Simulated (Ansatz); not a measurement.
Z-matrix (Å, degrees):
```
C
O 1 1.418
H 1 1.095 2 112.0
H 1 1.095 2 112.0 3 -122.8
H 1 1.092 2 106.9 3 118.6
Sn 2 1.931 1 119.9 3 61.8
Cl 6 2.282 2 107.2 1 179.4
Cl 6 2.298 2 110.1 1 -60.2
Cl 6 2.298 2 109.9 1 59.0
```

The species carries charge 0 and has multiplicity 1. Sn takes the def2 core potential.

Question: List the r2SCAN/def2-TZVPP orbital energies in eV (Ansatz 0.2.0). (Best estimate.)

Answer: Computed: Occupied: -2753.98, -2753.89, -2753.89, -516.56, -274.75, -255.35, -255.26, -255.26, -193.91, -193.82, -193.82, -193.74, -193.74, -193.65, -193.65, -193.65, -193.65, -139.24, -94.10, -94.09, -94.01, -29.00, -28.62, -28.61, -28.41, -28.38, -26.31, -22.00, -21.41, -21.34, -17.92, -13.92, -11.92, -11.80, -11.62, -10.44, -10.41, -9.12, -8.88, -8.88, -8.67, -8.64, -8.51, -8.06, -7.48. Lowest empty: -3.48, -0.34, -0.20, -0.13, 1.63, 2.08, 2.47, 2.61.
